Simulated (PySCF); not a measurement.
Atom-mapped SMILES (the numbers label the heavy atoms): `[CH3:1][c:2]1[cH:3][cH:4][c:5]([CH3:6])[p-:7]1` (H(Xn): hydrogen on atom n).

Geometry: GFN2-xTB; GIAO shifts from PySCF 2.14, gas phase, non-relativistic, averaged over equivalent atoms.

At PBE0/pcSseg-1 (166 basis functions, 22 s wall time on 1 thread of an Intel Xeon Platinum 8488C, shared host):
| atoms | δ (ppm) |
| --- | --- |
| C2/C5 | 140.1 |
| C3/C4 | 118.3 |
| C1/C6 | 21.3 |
| P7 | 82.4 |
| H(C3)/H(C4) | 6.55 |
| H(C1)/H(C6) | 2.46 |

Chemical shifts δ = σref − σ; ¹³C (σ = 186.93 ppm), ¹H (σ = 31.72 ppm) against TMS; H3PO4 for ³¹P (σ = 318.38 ppm), all at this level.

Q: Predict the values at PBE0/aug-cc-pVDZ on the same geometry.

A: 
```json
{"atoms": "C2/C5", "δ at PBE0/aug-cc-pVDZ": "138.0", "change": "-2.1"}
{"atoms": "C3/C4", "δ at PBE0/aug-cc-pVDZ": "111.9", "change": "-6.4"}
{"atoms": "C1/C6", "δ at PBE0/aug-cc-pVDZ": "20.4", "change": "-0.9"}
{"atoms": "P7", "δ at PBE0/aug-cc-pVDZ": "344.0", "change": "+261.6"}
{"atoms": "H(C3)/H(C4)", "δ at PBE0/aug-cc-pVDZ": "6.79", "change": "+0.24"}
{"atoms": "H(C1)/H(C6)", "δ at PBE0/aug-cc-pVDZ": "2.79", "change": "+0.33"}
```

Referencing at the same level of theory: ¹³C (σ = 197.42 ppm), ¹H (σ = 31.86 ppm) vs TMS; ³¹P (σ = 660.78 ppm) vs PH3.

The largest change is at P7 (phosphorus bonded to 2 C, in a 5-membered ring). Cost: 237 basis functions, 38 s wall time on 1 thread of an Arm Neoverse V1, shared host. The order of the carbon signals is the same at both levels.

Experimental scales use liquid or dissolved standards, which lie at an offset from isolated H3PO4.
